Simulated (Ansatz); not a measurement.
One change: `[F][Sn]([F])([F])[SH]` becomes `FC(F)(F)S`.

Ansatz, PBE0-D4/def2-TZVP geometries, multiplicity 1. Each molecule was computed in one conformer, which needn't be the lowest.

Elements past krypton have def2 core potentials.

```json
{"property": "HOMO energy (B3LYP/def2-TZVPP) / eV", "`[F][Sn]([F])([F])[SH]`": "-8.75"}
{"property": "HOMO–LUMO gap (PBE0/def2-TZVPP) / eV", "`[F][Sn]([F])([F])[SH]`": "6.09"}
{"property": "HOMO–LUMO gap (PBE/def2-TZVPP) / eV", "`[F][Sn]([F])([F])[SH]`": "3.80"}
{"property": "size of the dipole moment (PBE/def2-TZVPP) / D", "`[F][Sn]([F])([F])[SH]`": "3.04"}
{"property": "HOMO energy (PBE0/def2-TZVPP) / eV", "`[F][Sn]([F])([F])[SH]`": "-9.01"}
{"property": "LUMO energy (ωB97M-V/def2-TZVPP) / eV", "`[F][Sn]([F])([F])[SH]`": "-0.83"}
```

What does the change do to each property? (An estimate is asked.)

Ansatz gave: 
| property | `FC(F)(F)S` | shift |
| --- | --- | --- |
| HOMO energy (B3LYP/def2-TZVPP) / eV | -7.97 | 0.78 |
| HOMO–LUMO gap (PBE0/def2-TZVPP) / eV | 7.84 | 1.75 |
| HOMO–LUMO gap (PBE/def2-TZVPP) / eV | 5.45 | 1.65 |
| size of the dipole moment (PBE/def2-TZVPP) / D | 1.30 | -1.74 |
| HOMO energy (PBE0/def2-TZVPP) / eV | -8.22 | 0.79 |
| LUMO energy (ωB97M-V/def2-TZVPP) / eV | 1.70 | 2.53 |

With PBE0 the HOMO rises by 0.79 eV and the LUMO rises by 2.55 eV, so the gap widens by about 1.76 eV. PBE moves the HOMO by 0.83 eV and ωB97M-V by 0.75 eV. Dipoles are sizes alone; their direction can turn.

B3LYP here is the variant with VWN-RPA as its local correlation; programs differ in this.
